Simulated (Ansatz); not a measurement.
Basis sets compared for BCl₂F. The state is a singlet with charge 0. Geometry r2SCAN-D4/def2-TZVP. Ansatz on 4 threads of Intel Xeon 6975P-C on a shared host; times are rough, and most runs start from earlier orbitals.

Cartesian coordinates in Å:
```
B -0.0600 0.0210 -0.0709
Cl 1.4738 0.8438 0.0113
Cl -0.5242 -1.1767 1.1068
F -0.8896 0.3119 -1.0472
```

Binding counts from free atoms (B doublet, Cl doublet, F doublet) in the same basis, without a counterpoise term.

| level | functions | energy (Eh) | HOMO (eV) | LUMO (eV) | binding per atom (eV) | wall time |
| --- | --- | --- | --- | --- | --- | --- |
| PBE-D4/def2-SVP | 64 | -1044.3468 | -7.73 | -1.66 | 4.30 | 0.2 s |
| PBE-D4/def2-TZVP | 136 | -1044.8124 | -7.96 | -2.03 | 4.19 | 0.4 s |
| r2SCAN-D4/def2-TZVP | 136 | -1045.2028 | -8.34 | -1.69 | 4.11 | 0.75 s |
| PBE0-D4/def2-SVP | 64 | -1044.4269 | -9.29 | -0.73 | 4.16 | 0.3 s |
| PBE0-D4/def2-TZVP (with forces) | 136 | -1044.8891 | -9.44 | -1.04 | 4.08 | 0.8 s |

Question: Estimate the rows for PBE-D4/def2-TZVPD, r2SCAN-D4/def2-TZVPD, PBE0-D4/def2-TZVPD.

Answer: 
```csv
level,functions,energy (Eh),HOMO (eV),LUMO (eV),binding per atom (eV),wall time
PBE-D4/def2-TZVPD,169,-1044.8139,-8.02,-2.15,4.18,0.65 s
r2SCAN-D4/def2-TZVPD,169,-1045.2037,-8.37,-1.77,4.11,1.1 s
PBE0-D4/def2-TZVPD,169,-1044.8902,-9.48,-1.15,4.07,0.85 s
```
